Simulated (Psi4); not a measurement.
F4MoO, singlet, geometry from GFN2-xTB (such geometries of metal compounds can be far from the true shape) (all electrons, no relativity); Psi4 1.11 with B3LYP/3-21G.

Input for Psi4:
```
memory 2 GB

molecule {
0 1
  Mo    0.06147091   -0.03387881    0.05793728
  O     1.14984763   -0.63372208    1.08374922
  F    -1.12609422    0.62063073   -1.06136126
  F     0.00314904    1.59071839    0.78506936
  F     1.03705102   -0.28749738   -1.41017703
  F    -1.22305687   -1.20244210    0.45276230
}

set basis 3-21g
set scf_type pk

energy('b3lyp')
print_variables()
```

Output, abridged:

```
   => Loading Basis Set <=

    Name: 3-21G
    Role: ORBITAL
    Keyword: BASIS

         ---------------------------------------------------------
                                   SCF
               by Justin Turney, Rob Parrish, Andy Simmonett
                          and Daniel G. A. Smith
                              RKS Reference
         ---------------------------------------------------------

  ==> Geometry <==

    Molecular point group: c1
    Full point group: C1

    Geometry (in Angstrom), charge = 0, multiplicity = 1:

       Center              X                  Y                   Z               Mass
    ------------   -----------------  -----------------  -----------------  -----------------
         MO           0.063882416190    -0.035207878356     0.060210163820    97.905404820000
         O            1.152259136190    -0.635051148356     1.086022103820    15.994914619570
         F           -1.123682713810     0.619301661644    -1.059088376180    18.998403162730
         F            0.005560546190     1.589389321644     0.787342243820    18.998403162730
         F            1.039462526190    -0.288826448356    -1.407904146180    18.998403162730
         F           -1.220645363810    -1.203771168356     0.455035183820    18.998403162730

  Running in c1 symmetry.

  Rotational constants: A =      0.09424  B =      0.08878  C =      0.08878 [cm^-1]
  Rotational constants: A =   2825.17253  B =   2661.52360  C =   2661.52359 [MHz]
  Nuclear repulsion =  713.850542065458967

  Charge       = 0
  Multiplicity = 1
  Electrons    = 86
  Nalpha       = 43
  Nbeta        = 43

  ==> Algorithm <==

  SCF Algorithm Type is PK.
  DIIS enabled.
  MOM disabled.
  Fractional occupation disabled.
  Guess Type is SAD.
  Energy threshold   = 1.00e-06
  Density threshold  = 1.00e-06
  Integral threshold = 1.00e-12

  ==> Primary Basis <==

  Basis Set: 3-21G
    Blend: 3-21G
    Number of shells: 39
    Number of basis functions: 84
    Number of Cartesian functions: 84
    Spherical Harmonics?: false
    Max angular momentum: 2

  ==> DFT Potential <==

   => LibXC <=

    Version 7.1.2
    S. Lehtola, C. Steigemann, M. J. T. Oliveira, and M. A. L. Marques,  SoftwareX 7, 1–5 (2018) (10.1016/j.softx.2017.11.002)

   => Composite Functional: B3LYP <=

    B3LYP Hyb-GGA Exchange-Correlation Functional

    P. J. Stephens, F. J. Devlin, C. F. Chabalowski, and M. J. Frisch,  J. Phys. Chem. 98, 11623 (1994) (10.1021/j100096a001)

    Deriv               =              1
    GGA                 =           TRUE
    Meta                =          FALSE

    Exchange Hybrid     =           TRUE
    MP2 Hybrid          =          FALSE

   => Exchange Functionals <=

    0.0800   Slater exchange
    0.7200         Becke 88

   => Exact (HF) Exchange <=

    0.2000               HF

   => Correlation Functionals <=

    0.1900   Vosko, Wilk & Nusair (VWN5_RPA)
    0.8100   Lee, Yang & Parr

   => LibXC Density Thresholds  <==

    XC_HYB_GGA_XC_B3LYP:  1.00E-15

   => Molecular Quadrature <=

    Radial Scheme          =       TREUTLER
    Pruning Scheme         =           NONE
    Nuclear Scheme         =       TREUTLER

    Blocking Scheme        =         OCTREE
    BS radius alpha        =              1
    Pruning alpha          =              1
    Radial Points          =             75
    Spherical Points       =            302
    Total Points           =         131277
    Total Blocks           =           1050
    Max Points             =            256
    Max Functions          =             79
    Weights Tolerance      =       1.00E-15

  ==> Integral Setup <==

  Using in-core PK algorithm.
   Calculation information:
      Number of atoms:                   6
      Number of AO shells:              39
      Number of primitives:             78
      Number of atomic orbitals:        84
      Number of basis functions:        84

      Integral cutoff                 1.00e-12
      Number of threads:                 1

  Performing in-core PK
  Using 12748470 doubles for integral storage.
  We computed 219875 shell quartets total.
  Whereas there are 304590 unique shell quartets.

  ==> DiskJK: Disk-Based J/K Matrices <==

    J tasked:                  Yes
    K tasked:                  Yes
    wK tasked:                  No
    Schwarz Cutoff:          1E-12

  Minimum eigenvalue in the overlap matrix is 1.4710484000E-03.
  Reciprocal condition number of the overlap matrix is 2.9193763870E-04.
    Using symmetric orthogonalization.

  ==> Pre-Iterations <==

  SCF Guess: Superposition of Atomic Densities via on-the-fly atomic UHF (no occupation information).

   -------------------------
    Irrep   Nso     Nmo
   -------------------------
     A         84      84
   -------------------------
    Total      84      84
   -------------------------

  ==> Iterations <==

                        Total Energy        Delta E     RMS |[F,P]|

   @RKS iter SAD: -4428.73778065286115   -4.42874e+03   0.00000e+00
   @RKS iter   1: -4430.99842700517547   -2.26065e+00   8.89819e-03 ADIIS/DIIS
   @RKS iter   2: -4430.96259277675381    3.58342e-02   8.41506e-03 ADIIS/DIIS
   @RKS iter   3: -4431.11098425923501   -1.48391e-01   5.36859e-03 ADIIS/DIIS
   @RKS iter   4: -4431.17044963558692   -5.94654e-02   1.64483e-03 ADIIS/DIIS
   @RKS iter   5: -4431.17278550996525   -2.33587e-03   1.31562e-03 ADIIS/DIIS
   @RKS iter   6: -4431.17725413945118   -4.46863e-03   2.81362e-04 ADIIS/DIIS
   @RKS iter   7: -4431.17745319996357   -1.99061e-04   3.55742e-05 DIIS
   @RKS iter   8: -4431.17745657409796   -3.37413e-06   5.68049e-06 DIIS
   @RKS iter   9: -4431.17745666562041   -9.15225e-08   5.33547e-07 DIIS
  Energy and wave function converged.

  ==> Post-Iterations <==

   Electrons on quadrature grid:
      Ntotal   =   86.0000624565 ; deviation = 6.246e-05

    Orbital Energies [Eh]
    ---------------------

    Doubly Occupied:

       1A   -708.567337     2A    -99.606396     3A    -91.423264
       4A    -91.423264     5A    -91.421861     6A    -24.620987
       7A    -24.620970     8A    -24.620616     9A    -24.561645
      10A    -19.131645    11A    -17.499184    12A    -14.232020
      13A    -14.232020    14A    -14.228279    15A     -8.881474
      16A     -8.881474    17A     -8.878750    18A     -8.878750
      19A     -8.878648    20A     -2.623042    21A     -1.714083
      22A     -1.688852    23A     -1.688851    24A     -1.214484
      25A     -1.187670    26A     -1.187664    27A     -1.167053
      28A     -0.970933    29A     -0.550993    30A     -0.550989
      31A     -0.546161    32A     -0.544943    33A     -0.544941
      34A     -0.472871    35A     -0.452685    36A     -0.452677
      37A     -0.452600    38A     -0.449034    39A     -0.402183
      40A     -0.402168    41A     -0.400255    42A     -0.400247
      43A     -0.357245

    Virtual:

      44A     -0.136076    45A     -0.136072    46A     -0.108311
      47A     -0.108306    48A     -0.017409    49A      0.027302
      50A      0.027305    51A      0.036894    52A      0.057992
      53A      0.195319    54A      0.214333    55A      0.214343
      56A      0.236645    57A      0.511404    58A      0.798106
      59A      0.798117    60A      0.815144    61A      0.815173
      62A      0.944612    63A      1.483246    64A      1.483251
      65A      1.530727    66A      1.734464    67A      1.859909
      68A      1.859921    69A      1.894368    70A      1.894408
      71A      1.899105    72A      1.950538    73A      1.950577
      74A      1.993789    75A      2.000728    76A      2.000755
      77A      2.002839    78A      2.239908    79A      2.881417
      80A      3.311723    81A      3.476837    82A      3.476859
      83A      4.077329    84A    127.116362

    Final Occupation by Irrep:
              A
    DOCC [    43 ]
    NA   [    43 ]
    NB   [    43 ]

  @RKS Final Energy: -4431.17745666562041

   => Energetics <=

    Nuclear Repulsion Energy =            713.8505420654589670
    One-Electron Energy =               -7542.7256657283342065
    Two-Electron Energy =                2535.8466086530888788
    DFT Exchange-Correlation Energy =    -138.1489416558352730
    Empirical Dispersion Energy =           0.0000000000000000
    VV10 Nonlocal Energy =                  0.0000000000000000
    Total Energy =                      -4431.1774566656213210

Computation Completed

Properties will be evaluated at   0.000000,   0.000000,   0.000000 [a0]

Properties computed using the SCF density matrix

 Multipole Moments:

 ------------------------------------------------------------------------------------
     Multipole            Electronic (a.u.)      Nuclear  (a.u.)        Total (a.u.)
 ------------------------------------------------------------------------------------

 L = 1.  Multiply by 2.5417464519 to convert [e a0] to [Debye]
 Dipole X            :         -0.2804312            0.3919094            0.1114782
 Dipole Y            :          0.1545930           -0.2159953           -0.0614023
 Dipole Z            :         -0.2642838            0.3693807            0.1050970
 Magnitude           :                                                    0.1650545

 ------------------------------------------------------------------------------------

  Variable Map:
  ----------------------------------------------------------------------------
  "CURRENT ENERGY"              =>   -4431.177456665620
  "CURRENT REFERENCE ENERGY"    =>   -4431.177456665620
  "DD SOLVATION ENERGY"         =>       0.000000000000
  "DFT FUNCTIONAL TOTAL ENERGY" =>   -4431.177456665621
  "DFT TOTAL ENERGY"            =>   -4431.177456665621
  "DFT VV10 ENERGY"             =>       0.000000000000
  "DFT XC ENERGY"               =>    -138.148941655835
  "GRID ELECTRONS ALPHA"        =>      43.000031228266
  "GRID ELECTRONS BETA"         =>      43.000031228266
  "GRID ELECTRONS TOTAL"        =>      86.000062456532
  "NUCLEAR REPULSION ENERGY"    =>     713.850542065459
  "ONE-ELECTRON ENERGY"         =>   -7542.725665728334
  "PCM POLARIZATION ENERGY"     =>       0.000000000000
  "PE ENERGY"                   =>       0.000000000000
  "SCF ITERATION ENERGY"        =>   -4431.177456665620
  "SCF ITERATIONS"              =>       9.000000000000
  "SCF TOTAL ENERGY"            =>   -4431.177456665620
  "TWO-ELECTRON ENERGY"         =>    2535.846608653089
  "XC GRID RADIAL POINTS"       =>      75.000000000000
  "XC GRID SPHERICAL POINTS"    =>     302.000000000000
  "XC GRID TOTAL POINTS"        =>  131277.000000000000

  Array Variable Map:
  ----------------------------------------------------------------------------
  "CURRENT DIPOLE"              =>       0.111478213468 ... 0.105096952581 1 by 3
  "SCF DIPOLE"                  =>       0.111478213468 ... 0.105096952581 1 by 3
  "SCF TOTAL ENERGIES"          =>   -4428.737780652861 ... -4431.177456665620 1 by 10
```
